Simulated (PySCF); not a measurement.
# Ionisation energy of Be(2+) by level of theory

Be(2+) 1s2 (1S) → Be(3+) 1s1 (2S), as a difference of total energies. Computed with PySCF 2.14 in def2-TZVP (5s3p1d, 19 functions), with no relativity, point nucleus. Correlated levels: valence: nothing frozen. The calculations carry no spin-orbit coupling.

```tsv
method	ionisation energy (eV)	difference from reference (eV)
UHF	152.79	-1.11
PBE0	153.56	-0.34
PBE	153.46	-0.44
MP2 (valence)	153.52	-0.38
SCS-MP2 (valence)	153.66	-0.24
CCSD (valence)	153.61	-0.29
```

Reference: 153.90 eV (theoretical estimate listed by NIST; NIST Atomic Spectra Database, ionization energies).

Errors of the correlated levels include the incompleteness of this basis.

With two correlated electrons CCSD is exact in that space.
